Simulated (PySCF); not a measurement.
B(CCH)(H)(OH) (C2H3BO), SMILES C#CBO.

Coordinates come from a B3LYP-D3(BJ)/def2-SVP optimisation. Other conformers were not sampled.

All values below come from TDA-M06-2X/def2-SVPD (PySCF).

Vertical excitations. Gas-phase values at a fixed geometry. State labels are in the subgroup Cs.

| state | symmetry | energy (eV) | λ (nm) | f | main pairs |
|---|---|---|---|---|---|
| S1 | A" | 4.91 | 253 | 0.000 | HOMO→LUMO 90 % |
| S2 | A' | 6.16 | 201 | 0.051 | HOMO−1→LUMO 68 %, HOMO→LUMO+3 15 % |
| S3 | A" | 6.61 | 187 | 0.003 | HOMO−2→LUMO 32 %, HOMO−1→LUMO+3 29 %, HOMO−1→LUMO+1 17 %, HOMO−1→LUMO+4 7 % |
| S4 | A" | 6.88 | 180 | 0.002 | HOMO−2→LUMO 63 %, HOMO−1→LUMO+3 15 %, HOMO−1→LUMO+1 12 % |
| S5 | A' | 7.73 | 160 | 0.116 | HOMO→LUMO+1 73 %, HOMO→LUMO+2 17 % |
| S6 | A" | 8.10 | 153 | 0.032 | HOMO−1→LUMO+1 53 %, HOMO−1→LUMO+2 33 % |
| S7 | A' | 8.23 | 151 | 0.106 | HOMO→LUMO+2 64 %, HOMO−2→LUMO+1 19 % |
| S8 | A" | 8.60 | 144 | 0.041 | HOMO−1→LUMO+2 54 %, HOMO−1→LUMO+3 27 %, HOMO−1→LUMO+1 12 % |
| S9 | A' | 8.61 | 144 | 0.020 | HOMO−2→LUMO+1 55 %, HOMO→LUMO+3 10 % |
| S10 | A' | 8.91 | 139 | 0.454 | HOMO→LUMO+3 38 %, HOMO−1→LUMO 13 %, HOMO−1→LUMO+6 10 %, HOMO−1→LUMO+9 10 % |
| T1 | A' | 4.69 | 265 | 0 | HOMO−1→LUMO 83 % |
| T2 | A" | 4.75 | 261 | 0 | HOMO→LUMO 93 % |
| T3 | A' | 5.98 | 207 | 0 | HOMO→LUMO+3 45 %, HOMO→LUMO+1 20 %, HOMO→LUMO+4 11 %, HOMO−1→LUMO 11 % |
| T4 | A" | 6.31 | 196 | 0 | HOMO−2→LUMO 70 %, HOMO−1→LUMO+3 12 % |
Triplets are in the Tamm–Dancoff approximation.
